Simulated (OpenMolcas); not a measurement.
A run on Pt4+ among 6 point charges of -1 e arranged as an octahedron (Oh), 2.38 Å from the ion.

```yaml
Program: OpenMolcas 26.06
Method: CASSCF
Basis: ANO-RCC-VDZP [7s6p4d2f]
Scalar_Hamiltonian: DKH2, point nucleus
Active_space: 6 electrons in 5 orbitals (5d)
State_averaging: 2S+1 = 5 even, 5 roots; 2S+1 = 3 even, 45 roots; 2S+1 = 1 even, 50 roots
Spin-orbit_coupling: RASSI with atomic mean-field integrals over the reference wave functions
```

59 basis functions. Blocks (2S+1, parity, CSFs, roots kept): 5, even, 5, 5; 3, even, 45, 45; 1, even, 50, 50.

**Question.** How long do the RASSCF and RASSI steps take on 1 thread of Arm Neoverse V2, on a shared host?

**Answer.** About 21 s of wall time, without the integral step.
